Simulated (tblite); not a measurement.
C7H11S (doublet state).
Z-matrix (Å and degrees, GFN2-xTB geometry), rows numbered from 1:
```
C 
S   1  1.8136
C   2  1.8263  1  100.20
C   3  1.5138  2  112.22  1   -77.38
C   4  1.5547  3  118.28  2   -60.78
C   5  1.5212  4   90.75  3  -122.35
C   6  1.5243  5  109.39  4    58.58
C   7  1.4748  6   59.64  5   -76.20
H   1  1.0848  2  106.65  3  -178.22
H   1  1.0866  2  109.41  3   -59.23
H   1  1.0859  2  110.11  3    62.71
H   3  1.0889  2  104.77  1   161.84
H   3  1.0905  2  107.97  1    45.80
H   4  1.0914  3  110.11  2    67.86
H   5  1.0904  4  112.68  3    -5.97
H   5  1.0869  4  113.94  3   120.27
H   6  1.0751  5  125.06  4  -142.03
H   7  1.0839  6  120.41  8   112.01
H   7  1.0799  6  114.34  8  -107.07
```

Computed values, GFN2-xTB/tblite, gas phase, harmonic and unscaled. Errors from tens to a few hundred cm⁻¹ against measured bands are possible. One conformer, not necessarily the lowest. Open shells enter through the occupations alone, without spin polarisation, and single modes of such species can be off by tens of per cent.

Harmonic wavenumbers (cm⁻¹): 31.6, 70.8, 126.7, 157.1, 177.0, 274.6, 330.9, 418.4, 466.4, 630.8, 722.1, 745.6, 812.6, 820.6, 838.6, 877.2, 919.6, 941.4, 942.8, 964.7, 999.2, 1022.1, 1035.1, 1045.5, 1082.4, 1097.2, 1154.3, 1165.1, 1187.1, 1190.9, 1222.4, 1238.1, 1311.6, 1320.5, 1362.1, 1434.4, 1447.7, 1449.3, 1454.9, 1465.7, 2962.9, 2973.3, 2976.2, 3008.0, 3020.7, 3021.0, 3023.0, 3029.4, 3063.6, 3092.3, 3112.9.

A = 4583, B = 905.1, C = 889.5 MHz; mass 127.058 u (most abundant isotopes); point group C1, symmetry number 1; spin multiplicity 2.

Q: What is the zero-point energy?

A: ½Σν̃ = 34619 cm⁻¹ = 98.98 kcal/mol.

Q: Entropy at 298.15 K, 1 bar (ideal gas, RRHO, classical rotation)?

A: Translation 40.46, rotation 28.86, vibration 25.27, spin (R ln 2) 1.38: S = 96.0 cal/(mol K).

Q: And Cp and H(298.15 K) − H(0)?

A: Cp = 34.42 cal/(mol K), of which vibrations give 26.47 (their classical limit is 51 R = 101.3); H(298.15 K) − H(0) = 6.20 kcal/mol without the zero-point energy, 3.83 from vibrations.

Q: Which modes carry the vibrational entropy at 298.15 K?

A: 31.6 cm⁻¹: 5.73; 70.8 cm⁻¹: 4.13; 126.7 cm⁻¹: 3.00; 157.1 cm⁻¹: 2.58; 177.0 cm⁻¹: 2.36; 274.6 cm⁻¹: 1.57 cal/(mol K); the other 45 give 5.90 together.

Q: What must be added to the electronic energy to get the Gibbs energy at 298.15 K and 1 bar?

A: ZPE + [H(298.15 K) − H(0)] − T·S = 98.98 + 6.20 − 28.61 = 76.57 kcal/mol.

Q: Blend soft modes into free rotors: weight 1/[1 + (100 cm⁻¹/ν̃)⁴] for the oscillator and the rest for a rotor with moment μB/(μ + B), μ = h/(8π²ν), B = 10⁻⁴⁴ kg m². What vibrational entropy results?

A: 22.68 cal/(mol K) in place of 25.27, which changes −T·S at 298.15 K by +0.77 kcal/mol.

Q: How do the functions run with temperature in this model?

A: 
```
T (K)  S (cal/(mol K))  Cp (cal/(mol K))  H − H(0) (kcal/mol)  G − H(0) (kcal/mol)  ln q(vib)
  100             70.3              17.1                 1.26                -5.77       1.85
  200             84.4              24.5                 3.33               -13.55       4.12
  300             96.2              34.6                 6.27               -22.58       6.28
  500            118.7              54.5                15.27               -44.10      10.74
  800            148.8              73.2                34.70               -84.36      17.54
 1000            166.1              81.2                50.18              -115.89      21.90
```

q(vib) and H(0) count from the zero-point level.

Hindered rotation and anharmonicity are outside this model. Other conformers, if any are populated, would add a mixing term that is left out. The structure is chiral; the term R ln 2 for an equal mix with its mirror image is left out.
